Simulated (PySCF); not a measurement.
C3H9BO2, SMILES COCB(C)O.

Geometry optimised at PBE-D3(BJ)/def2-SVP. This is a generated structure with no PubChem entry under its InChIKey; it may be hypothetical. One conformer was computed; it need not be the lowest.

Computed with PBE-D3(BJ)/def2-SVP run with PySCF.

Harmonic, unscaled wavenumbers; measured fundamentals usually lie a few per cent lower.

Computed harmonic wavenumbers and intensities:
| mode | ν (cm⁻¹) | IR (km/mol) | moving atoms (share of kinetic energy) |
|---|---|---|---|
| 1 | 69 | 0.8 | H 74 %, O 20 % |
| 2 | 77 | 2.6 | H 63 %, O 30 % |
| 3 | 104 | 2.8 | C 56 %, H 35 % |
| 4 | 144 | 1.8 | C 38 %, O 35 %, H 22 % |
| 5 | 249 | 2.2 | H 86 %, O 11 % |
| 6 | 298 | 2.7 | O 37 %, C 34 %, H 28 % |
| 7 | 357 | 1.6 | O 40 %, H 29 %, C 22 %, B 9 % |
| 8 | 381 | 0.7 | H 47 %, B 39 %, O 10 % |
| 9 | 487 | 12.0 | C 45 %, H 25 %, B 15 %, O 15 % |
| 10 | 581 | 46.1 | H 87 % |
| 11 | 733 | 41.2 | H 66 %, C 26 % |
| 12 | 749 | 11.0 | H 47 %, C 41 %, O 11 % |
| 13 | 817 | 1.8 | H 53 %, C 27 %, O 17 % |
| 14 | 903 | 22.6 | H 39 %, B 36 %, C 23 % |
| 15 | 940 | 63.8 | H 60 %, B 17 %, C 16 % |
| 16 | 993 | 77.1 | C 46 %, H 27 %, O 27 % |
| 17 | 1137 | 2.0 | H 76 %, C 19 % |
| 18 | 1145 | 58.4 | H 69 %, B 13 %, C 12 % |
| 19 | 1156 | 176.2 | O 34 %, C 29 %, H 27 %, B 10 % |
| 20 | 1198 | 45.9 | H 36 %, O 31 %, C 27 % |
| 21 | 1205 | 6.9 | H 87 % |
| 22 | 1261 | 32.7 | H 72 %, C 22 % |
| 23 | 1339 | 58.2 | H 46 %, C 30 %, B 22 % |
| 24 | 1359 | 121.8 | H 58 %, B 26 %, O 10 % |
| 25 | 1384 | 31.5 | H 92 % |
| 26 | 1394 | 6.7 | H 90 % |
| 27 | 1401 | 5.8 | H 97 % |
| 28 | 1412 | 11.3 | H 83 %, C 8 % |
| 29 | 1421 | 55.5 | H 61 %, B 27 % |
| 30 | 1448 | 9.3 | H 79 %, C 12 % |
| 31 | 2821 | 63.8 | H 94 % |
| 32 | 2844 | 65.7 | H 92 %, C 8 % |
| 33 | 2870 | 80.4 | H 97 % |
| 34 | 2917 | 72.9 | H 91 %, C 9 % |
| 35 | 2958 | 2.7 | H 97 % |
| 36 | 3037 | 11.0 | H 91 %, C 9 % |
| 37 | 3051 | 28.6 | H 91 %, C 9 % |
| 38 | 3061 | 14.7 | H 91 %, C 9 % |
| 39 | 3720 | 33.7 | H 94 % |
